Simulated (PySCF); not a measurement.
**Question.** Give a PBE0-D3(BJ)/def2-SVP geometry of `O=CC#CB(O)O`.

**Answer.** 
```
atom  x, y, z in Å
O1    -3.4324   -1.2885   -0.5656
C2    -2.6767   -0.6275   -1.2318
C3    -1.3178   -0.3124   -0.8526
C4    -0.1652   -0.0311   -0.5698
B5     1.2952    0.3009   -0.1931
O6     2.2481   -0.5756   -0.5989
O7     1.5075    1.4412    0.5118
H8    -2.9826   -0.2013   -2.2190
H9     3.1499   -0.3536   -0.3492
H10    2.4242    1.6266    0.7359
```

Any rigid rotation of these coordinates is as good. Atoms count from 1 in this order. Of the pairs four or more bonds apart, H9···H10 is among the closest relative to their van der Waals radii: 2.37 Å, 99 % of the sum of Bondi's values. The 2 C–C bonds span 1.220 Å (C3≡C4, drawn triple) to 1.446 Å (C2–C3, drawn single), a spread of 0.226 Å. B5 (three-coordinate boron) is planar (angles 126.0°, 117.1° and 116.9°, sum 360.0°, 0.00 Å off the plane of its three neighbours).

Bonds between heavy atoms (Å): O1=C2 1.205, C2–C3 1.446, C3≡C4 1.220, C4–B5 1.544, B5–O6 1.357, B5–O7 1.357.

Method used: PySCF 2.14.0, PBE0-D3(BJ)/def2-SVP geometry optimisation, gas phase.

Point group: Cs (tolerance 0.08 Å). PBE0-D3(BJ)/def2-SVP frequencies: not computed here. One conformer, not necessarily the lowest (C4–B5–O6–H 180°, C4–B5–O7–H 180°).

The run took 52 s of wall time on one thread, Arm Neoverse V2 (aarch64) (shared host), and the process peaked at 0.44 GiB of memory. That covers the optimisation of the geometry.
